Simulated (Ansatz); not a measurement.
Species: CH₃NOSi, charge 0, singlet. CH3NOSi (isocyanatosilane, SMILES O=C=N[SiH3]).
B3LYP-D3(BJ)/def2-TZVP minimum from Ansatz (a program for electronic structure):
```xyz
7

Si    -1.5688    -0.1388    -0.2345
N      0.1165     0.0152     0.0103
C      1.2899     0.1142     0.1928
O      2.4409     0.2121     0.3704
H     -2.1821     1.2039    -0.1909
H     -1.8046    -0.7610    -1.5530
H     -2.1317    -0.9881     0.8347
```

Total energies in hartree (Ansatz). Radicals and triplets start from unrestricted determinants; spin-orbit coupling is neglected. Correlated methods leave the cores frozen. No relativity. Where a partner has so few electrons that a lower coupled-cluster level is exact, that level stands in.

```csv
species,HF/cc-pV(T+d)Z,CCSD(T)/cc-pV(T+d)Z,HF/cc-pV(Q+d)Z,CCSD(T)/cc-pV(Q+d)Z,CCSD(T)/cc-pV(D+d)Z,CCSDT(Q)/cc-pV(D+d)Z
1: CH3NOSi (SMILES O=C=N[SiH3]),-457.98513,-458.72483,-458.00150,-458.78765,-458.52079,-458.52345
2: Si (triplet),-288.85649,-288.93344,-288.85845,-288.93781,-288.91643,-288.91690
3: N (quartet),-54.40069,-54.51471,-54.40372,-54.52482,-54.47850,-54.47866
4: C (triplet),-37.69157,-37.78076,-37.69331,-37.78654,-37.76038,-37.76071
5: O (triplet),-74.81176,-74.97396,-74.81729,-74.99357,-74.90995,-74.91013
6: H (doublet),-0.49981,-0.49981,-0.49995,-0.49995,-0.49928,-0.49928
```

**Question.** Work out the atomisation energy (electronic, to ground-state atoms) in kcal/mol: take Hartree-Fock from cc-pV(Q+d)Z, extrapolate the CCSD(T) correlation energy as X^-3 (X = 3, 4), and add CCSDT(Q) - CCSD(T) in cc-pV(D+d)Z. 1 hartree = 627.51 kcal/mol.

**Answer.** 
Species 1: correlation (64·(-0.78615) - 27·(-0.73970))/37 = -0.82005; step -0.00266; E1 = -458.00150 + (-0.82005) + (-0.00266) = -458.82421
Species 2: correlation (64·(-0.07936) - 27·(-0.07695))/37 = -0.08112; step -0.00047; E2 = -288.85845 + (-0.08112) + (-0.00047) = -288.94004
Species 3: correlation (64·(-0.12110) - 27·(-0.11402))/37 = -0.12627; step -0.00016; E3 = -54.40372 + (-0.12627) + (-0.00016) = -54.53015
Species 4: correlation (64·(-0.09323) - 27·(-0.08919))/37 = -0.09618; step -0.00033; E4 = -37.69331 + (-0.09618) + (-0.00033) = -37.78982
Species 5: correlation (64·(-0.17628) - 27·(-0.16220))/37 = -0.18655; step -0.00018; E5 = -74.81729 + (-0.18655) + (-0.00018) = -75.00402
Species 6: correlation (64·(0.00000) - 27·(0.00000))/37 = 0.00000; step +0.00000; E6 = -0.49995 + (0.00000) + (+0.00000) = -0.49995
-1·E1 +1·E2 +1·E3 +1·E4 +1·E5 +3·E6 = 1.06033 hartree = 665.4 kcal/mol.
